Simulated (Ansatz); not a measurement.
AgI, charge +1, quartet, geometry from GFN2-xTB of the parent state (such geometries of metal compounds can be far from the true shape) (the multiplicity is a formal guess) (core potentials on Ag, I); Ansatz (a first-principles code) with R2SCAN/def2-SVP.

Here is a job for Ansatz.
Ansatz 0.2 input:
```yaml
crystal:
  periodic: [false, false, false]
  atoms:
    - {symbol: Ag, position_ang: [-0.00000000, -0.00000000, -1.41075553]}
    - {symbol: I, position_ang: [0.00000000, 0.00000000, 1.25104736]}
basis:
  gaussian:
    orbitals: def2-SVP
hamiltonian:
  xc: r2scan
total_charge: 1
magnetization: {spin_polarized: true, initial_magnetization: 3}
```

It wrote (shortened):

```
Functional definition: r2SCAN
598 factors; their error is unknown
mean field evaluation 1: about -12081.0159 eV, gradient 4.2e1 eV
mean field evaluation 2: about -11706.3984 eV, gradient 2.8e2 eV
mean field evaluation 4: about -12091.7088 eV, gradient 9.9e0 eV
mean field evaluation 8: about -12091.7089 eV, gradient 9.9e0 eV
mean field evaluation 16: about -12092.5883 eV, gradient 4.5e-1 eV
mean field evaluation 32: about -12092.6193 eV, gradient 4.5e-5 eV
mean field evaluation 64: about -12092.5338 eV, gradient 1.3e0 eV
mean field evaluation 96: about -12092.5791 eV, gradient 6.7e-1 eV
mean field evaluation 128: about -12092.6027 eV, gradient 9.8e-1 eV
mean field evaluation 160: about -12071.7972 eV, gradient 4.1e1 eV
mean field -12092.61931559 eV, -444.3955631763 hartree, gradient 2.7e-6 eV, S^2 3.754912; 14 other end points of the search recorded, 0 dependent functions left out
reference -12092.61933278 eV, -444.3955638081 hartree; 23, 20 occupied and 34, 37 virtual orbitals, 598 factors
Total energy: -12092.61933278 eV, -444.3955638081 hartree
```
